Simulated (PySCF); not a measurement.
# How methods differ on the excitation energy of Br²⁺

Br²⁺ [Ar] 3d10 4s2 4p3 (4S) → Br²⁺ [Ar] 3d10 4s1 4p4 (4P), as a difference of total energies. All numbers are calculated (PySCF 2.14, the non-relativistic Hamiltonian (point nucleus), in dyall-av2z (16s12p8d, 92 functions)). Correlated levels: valence: [Ar] 3d10 frozen; virtual orbitals above 40 to 60 times the deepest correlated orbital energy dropped. The calculations carry no spin-orbit coupling.

| method | excitation energy (cm⁻¹) |
| --- | --- |
| UHF | 100590 |
| LDA | 102900 |
| PBE | 101850 |
| PBE0 | 101930 |
| r2SCAN | 99478 |
| BP86 | 101280 |
| B97-3 | 102870 |
| PBEsol | 101510 |
| B3LYP | 102600 |
| MP2 (valence) | 99977 |
| SCS-MP2 (valence) | 99845 |

A first-order spin-orbit estimate (lowest level to lowest level, LS coupling) adds -0.177 eV.
